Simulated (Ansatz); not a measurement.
Breaking the Si1–H4 bond in C2H4Si (SMILES C#C[SiH3]) (multiplicity 1 held, fragments rigid). Energies count from the point at 1.479 Å.
Geometry at that point (charge 0, multiplicity 1):
```xyz
7

Si    -0.946    -0.078    -0.470
C      0.685     0.057     0.340
C      1.761     0.145     0.875
H     -1.054     0.950    -1.527
H     -1.085    -1.422    -1.069
H     -2.010     0.130     0.535
H      2.711     0.224     1.347
```

Signs of static correlation in cc-pV(T+d)Z, with CASSCF(2,2), from Ansatz (an electronic-structure program) runs.

```tsv
R (Å)	T1 of restricted CCSD	⟨S²⟩ of UHF	largest double amplitude of restricted CCSD	weight of the CASSCF reference in MRCISD	CASSCF natural occupations
1.183	0.013	0.000	0.054	0.874	1.99 0.01
1.331	0.013	0.000	0.054	0.874	1.99 0.01
1.479	0.013	0.000	0.055	0.873	1.98 0.02
1.626	0.013	0.000	0.055	0.873	1.97 0.03
1.774	0.013	0.000	0.056	0.873	1.96 0.04
1.996	0.014	0.000	0.067	0.873	1.93 0.07
2.218	0.016	(withheld)	0.121	0.873	1.89 0.11
2.587	0.023	0.743	0.234	0.873	1.78 0.22
2.957	0.035	0.945	0.364	0.874	1.62 0.38
3.401	0.052	1.030	0.534	0.874	1.40 0.60
3.992	0.071	1.061	(withheld)	0.874	1.20 0.80
4.731	0.081	1.068	0.877	0.874	1.07 0.93
```

Q: What belongs in the gaps?

A: 
- 2.218, ⟨S²⟩ of UHF: 0.194
- 3.992, largest double amplitude of restricted CCSD: 0.731

Doubts at one or more of the structures used: a restricted determinant that unrestricted orbitals would lower (R-CCSD(T)/cc-pV(T+d)Z); other coupled-cluster roots lie near (R-CCSD(T)/cc-pV(T+d)Z); T1 above 0.05 (R-CCSD(T)/cc-pV(T+d)Z, U-CCSD(T)/cc-pV(T+d)Z); a spin-contaminated determinant (U-CCSD(T)/cc-pV(T+d)Z).
